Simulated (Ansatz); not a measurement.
An input meant for the cluster Li₁₀⁺ (charge 1, doublet).

```yaml
crystal:
  periodic: [false, false, false]
  atoms:
    - {symbol: Li, position_ang: [-1.089349, 1.673942, -1.872309]}
    - {symbol: Li, position_ang: [1.075173, 2.532911, 0.152602]}
    - {symbol: Li, position_ang: [-1.809403, 1.687969, 1.143386]}
    - {symbol: Li, position_ang: [0.885860, -2.561299, 0.383545]}
    - {symbol: Li, position_ang: [-0.723160, -0.964940, 2.479350]}
    - {symbol: Li, position_ang: [-0.317377, -1.423613, -2.397079]}
    - {symbol: Li, position_ang: [2.179314, -0.033081, 1.634856]}
    - {symbol: Li, position_ang: [-0.005437, -0.021453, -0.034843]}
    - {symbol: Li, position_ang: [2.312939, 0.206171, -1.455392]}
    - {symbol: Li, position_ang: [-2.508562, -1.096608, -0.034137]}
basis:
  gaussian: {orbitals: def2-mTZVPP, fitting: {mean_field: cc-pVTZ-jkfit}}
total_charge: 1
magnetization: {spin_polarized: true, initial_magnetization: 1}
hamiltonian: {xc: {name: SPW92}}
scf: {omitted_lower_state_checks: [starts]}
output: {forces: true}
```

```sh
$ ansatz run in.yaml --threads 4 --pin off --events-out ev --progress --plain --max-ram 3916MiB
```

Problem. Predict how Ansatz answers.

Solution. The program refused the input.
```
Functional definition: SPW92
Error: [file] the basis set cc-pVTZ-JKFIT has no functions for Li
```
